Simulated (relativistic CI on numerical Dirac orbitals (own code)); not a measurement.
Ligand-field terms of d7

Computed with a parametric ligand-field model of a d^n configuration (Racah B and C, spin-orbit zeta, crystal field), exact diagonalisation.

Field parameters in Wybourne normalisation: Oh B⁴₀ = 21Dq, B⁴₄ = √(5/14) B⁴₀. The field is a parameter set, without covalency.

B = 300 cm⁻¹, C = 1480 cm⁻¹ (C/B = 4.93), Oh, no spin-orbit coupling. Tanabe-Sugano data, E/B above the lowest term (Δ = |10Dq|; b, c mark the second and third term of a kind):

```tsv
Δ/B	4T1	4T2	4A2	4T1(b)	2E	2T1	2T2	2T1(b)
1.0	0.00	0.81	1.81	15.62	19.13	19.38	19.19	24.00
5.0	0.00	4.22	9.22	18.44	16.84	20.14	20.18	24.73
9.0	0.00	7.82	16.82	21.63	13.25	20.11	20.55	25.24
13.0	0.00	11.53	24.53	25.06	9.46	19.98	20.67	25.59
17.0	0.00	15.32	32.32	28.64	5.61	19.85	20.70	25.83
21.0	0.00	19.16	40.16	32.31	1.72	19.74	20.70	26.00
25.0	2.19	25.22	50.22	38.25	0.00	21.83	22.87	28.31
29.0	6.12	33.04	62.04	45.97	0.00	25.68	26.78	32.34
33.0	10.05	40.89	73.89	53.73	0.00	29.56	30.69	36.35
37.0	14.00	48.77	85.77	61.54	0.00	33.45	34.62	40.35
41.0	17.95	56.66	97.66	69.37	0.00	37.35	38.56	44.35
45.0	21.91	64.57	109.57	77.23	0.00	41.27	42.50	48.35
```

The ground term changes from 4T1 to 2E between Δ/B = 21.0 and 25.0.
